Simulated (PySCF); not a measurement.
Zn: excitation energy

Zn [Ar] 3d10 4s2 (1S) → Zn [Ar] 3d9 4s2 4p1 (high-spin determinant), as a difference of total energies. Calculation: PySCF 2.14, in aug-cc-pVTZ-PP with one added diffuse shell each of s, p, d, f, g type with ECP10MDF (7s7p6d4f3g, 113 functions); a scalar-relativistic core potential. Correlated levels: valence: 3s2 3p6 frozen. The calculations carry no spin-orbit coupling.

| method | excitation energy (eV) |
| --- | --- |
| UHF | 8.823 |
| LDA | 11.867 |
| PBE | 11.242 |
| PBE0 | 10.779 |
| r2SCAN | 10.620 |
| M06 | 11.533 |
| wB97X-V | 10.917 |
| LC-wPBE | 10.917 |
| MP2 (valence) | 11.569 |
| SCS-MP2 (valence) | 11.245 |

How much does correlation contribute at MP2 (valence)?

11.569 − (8.823) = 2.746 eV, measured against UHF.

The upper state lies above the first ionisation limit, where it may autoionise and the basis confines it.

The determinant of the upper state mixes LS terms, which raises its energy above the lowest term, most at the Hartree-Fock and MP2 levels.
